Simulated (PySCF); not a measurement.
C6H14S2, SMILES CSCCCCSC. Geometry: B3LYP-D3(BJ)/def2-SVP. The values are those of a single conformer.

Problem. Give the equilibrium geometry at B3LYP-D3(BJ)/def2-SVP (PySCF confirms it by a frequency run) as a Z-matrix, and its point group. (An estimate is asked for; the answer gives what the named calculation found.)

Solution. This is not unique; one that fits is point group C2h.
```
C
H 1 1.1039
H 1 1.1039 2 106.32
C 1 1.5260 2 109.21 3 -117.71
H 4 1.1034 1 110.37 2 178.58
H 4 1.1034 5 107.52 1 -120.44
C 1 1.5307 2 109.71 3 118.56
H 7 1.1039 1 109.71 2 180.00
H 7 1.1039 8 106.32 1 118.56
C 7 1.5260 8 109.21 9 117.71
H 10 1.1034 7 110.37 8 -178.58
H 10 1.1034 11 107.52 7 120.44
S 10 1.8286 11 109.07 12 118.13
C 13 1.8181 10 99.26 11 -58.58
H 14 1.0992 13 107.15 10 180.00
H 14 1.1013 15 108.73 13 -120.48
H 14 1.1013 15 108.73 16 -119.05
S 4 1.8286 5 109.07 6 -118.13
C 18 1.8181 4 99.26 5 58.58
H 19 1.0992 18 107.15 4 180.00
H 19 1.1013 20 108.73 18 120.48
H 19 1.1013 20 108.73 21 119.05
```
